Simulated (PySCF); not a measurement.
Ionisation energy of Mn⁷⁺ by level of theory

Mn⁷⁺ [Ar] → Mn⁸⁺ [Ne] 3s2 3p5 [3p1/2^2 3p3/2^3, M_J = 3/2], as a difference of total energies. Calculation: PySCF 2.14, in an uncontracted even-tempered set (20 s from 0.34 bohr⁻², ratio 2.4; 14 p from 0.45 bohr⁻², ratio 2.4; 5 d from 3.8 bohr⁻², ratio 2.6; 5 f from 5.7 bohr⁻², ratio 2.6); the two-component X2C-1e Hamiltonian. Correlated levels: 1s2 frozen; the 50 highest virtual spinors dropped. "Screened" scales the spin-orbit matrix elements by Boettger's factors to mimic the two-electron term; Breit and QED terms are absent.

| method | ionisation energy (eV) |
| --- | --- |
| GHF (spin-free) | 194.70 |
| GMP2 (spin-free) | 195.42 |
| GHF (screened spin-orbit) | 194.16 |
| GMP2 (screened spin-orbit) | 194.88 |

Task: How much does correlation contribute at GMP2 (screened spin-orbit)?

Result: 194.88 − (194.16) = 0.72 eV, measured against GHF (screened spin-orbit).

For comparison: 195.5 ± 0.3 eV (semi-empirical (NIST evaluation); NIST Atomic Spectra Database, ionization energies).
